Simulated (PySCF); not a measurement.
Bonds: Si1-Cl2 2.058 Å, Si1-Cl3 2.055 Å, Si1-Si4 2.362 Å, Si1-Si7 2.360 Å, Si4-Cl5 2.057 Å, Si4-Cl6 2.058 Å, Si4-Si7 2.364 Å, Si7-Cl8 2.056 Å, Si7-Cl9 2.056 Å.

Geometry: PBE0-D3(BJ)/def2-SVP; GIAO absolute shieldings from PySCF, gas phase, non-relativistic, averaged over equivalent atoms.

At PBE0/pcSseg-1 (216 basis functions, 2.3 min wall time on 1 thread of an Intel Xeon, shared host):
```tsv
atoms	σ (ppm)
Si1/Si4/Si7	314.1
Cl2/Cl3/Cl5/Cl6/Cl8/Cl9	863.8
```

Q: Predict the values at wB97X-D/pcSseg-1 on the same geometry.

A: 
```json
{"atoms": "Si1/Si4/Si7", "σ at wB97X-D/pcSseg-1": "311.8", "change": "-2.3"}
{"atoms": "Cl2/Cl3/Cl5/Cl6/Cl8/Cl9", "σ at wB97X-D/pcSseg-1": "875.8", "change": "+12.0"}
```

The largest change is at Cl2/Cl3/Cl5/Cl6/Cl8/Cl9 (chlorine bonded to Si). Cost: 216 basis functions, 2.2 min wall time on 1 thread of an Intel Xeon, shared host.
